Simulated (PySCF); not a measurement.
This PySCF input asks for the NMR shieldings of `[C@H]1(C#N)C=C(OC)[SiH2][SiH2]1`, C5H9NOSi2; the geometry comes from GFN2-xTB.

```python
import basis_set_exchange as bse
import numpy as np
from pyscf import gto, dft
from pyscf.prop import nmr

atoms = """
C     2.912373    0.477531    0.134677
O     1.782462    0.962839   -0.551510
C     0.552007    0.517574   -0.171906
C     0.285482   -0.314212    0.836351
C    -1.112632   -0.782651    1.154268
C    -1.171913   -2.190853    0.906313
N    -1.203638   -3.312254    0.674119
Si   -2.443783    0.136338    0.070422
Si   -0.864077    1.230605   -1.215900
H     3.776678    0.922571   -0.355190
H     2.976282   -0.613516    0.071128
H     2.894849    0.775354    1.188205
H     1.060269   -0.735814    1.465170
H    -1.315482   -0.633217    2.221057
H    -3.326468   -0.863919   -0.534851
H    -3.273750    0.900389    1.013177
H    -0.710753    0.834542   -2.618088
H    -0.826665    2.695010   -1.152416
"""
names = dict.fromkeys(["C", "O", "N", "Si", "H"], "pcSseg-1")
basis = {el: gto.basis.parse(bse.get_basis(n, elements=[el], fmt="nwchem")) for el, n in names.items()}
mol = gto.M(atom=atoms, basis=basis, charge=0, verbose=0)
mf = dft.RKS(mol, xc="PBE0")
mf.grids.level = 2
mf.grids.alignment = dft.numint.BLKSIZE   # the property module wants whole blocks of grid points
mf.conv_tol = 1e-9
mf.kernel()

calc = nmr.RKS(mf)   # GIAO
C = mf.mo_coeff
Co = C[:, mf.mo_occ > 0]
resp = mf.gen_response(singlet=True, hermi=2)
def vind(x):   # induced exchange potential for any number of trial vectors
    d = np.einsum("pi,xij,qj->xpq", C, 2 * x.reshape(-1, C.shape[1], Co.shape[1]), Co, optimize=True)
    return np.einsum("xpq,pi,qj->xij", resp(d - d.transpose(0, 2, 1)), C, Co, optimize=True).ravel()
mo1, _ = nmr.rhf.solve_mo1(calc, with_cphf=vind)
sigma = calc.kernel(mo1)
for i, s in enumerate(sigma):   # ppm
    print("%2d %-2s %9.2f" % (i, mol.atom_pure_symbol(i), np.trace(s) / 3))
```

**Question.** What are the results?

**Answer.** 
```
 0 C     129.23
 1 O     208.93
 2 C      12.65
 3 C      71.95
 4 C     171.81
 5 C      60.84
 6 N     -28.90
 7 Si    411.24
 8 Si    423.63
 9 H      27.51
10 H      28.05
11 H      28.12
12 H      26.39
13 H      28.64
14 H      27.51
15 H      27.42
16 H      27.20
17 H      27.40
```

These numbers come from an equivalent density-fitted implementation of the same equations, which agrees with the script to about 0.01 ppm for H and up to a few tenths of a ppm for heavy atoms, so last digits may differ.

**Question.** Turn these shieldings into chemical shifts. Chemical shifts δ = σref − σ; ¹³C (σref 186.93), ²⁹Si (σref 349.16), ¹H (σref 31.72) vs TMS; ¹⁷O (σref 336.08) vs H2O; NH3 for ¹⁵N (σref 267.73), all at this level.

**Answer.** Averaging equivalent atoms: C 2: 174.3; C 5: 126.1; C 3: 115.0; C 0: 57.7; C 4: 15.1; O 1: 127.1; N 6: 296.6; Si 7: -62.1; Si 8: -74.5; H 12: 5.33; H 16: 4.52; H 17: 4.31; H 15: 4.30; H 14: 4.21; H 9/10/11: 3.82; H 13: 3.07 ppm. Experimental scales use liquid or dissolved standards, which lie at an offset from isolated NH3 (liquid NH3: subtract about 20 ppm) and H2O (liquid H2O: subtract about 36 ppm). Unscaled 15N shifts of sp2 nitrogen come out 20 to 40 ppm too high even then.

Size and cost of the density-fitted run: 212 basis functions, 65 s wall time on 1 thread of an Arm Neoverse V1, shared host; peak memory 0.94 GiB.
